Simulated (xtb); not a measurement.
AuCl₄, SMILES [Cl][Au-]([Cl])([Cl])[Cl], charge -1, multiplicity 1. All values are semi-empirical tight-binding results from xtb (GFN2-xTB unless named), good for trends rather than for accurate numbers. Geometry optimised at GFN2-xTB. The multiplicity is an assumed one; other spin states were not compared. The isomer is the one that the SMILES or the coordinates give; other isomers of the formula were not compared.

For metal compounds this method's bond lengths and energies can be far off.

The point group as xtb finds it comes out as C4v and the orbital gap comes out as 1.93 eV. The zero-point energy is 2.3 kcal/mol and the G − E(el) at 298.15 K (modified RRHO) is -19.7 kcal/mol.
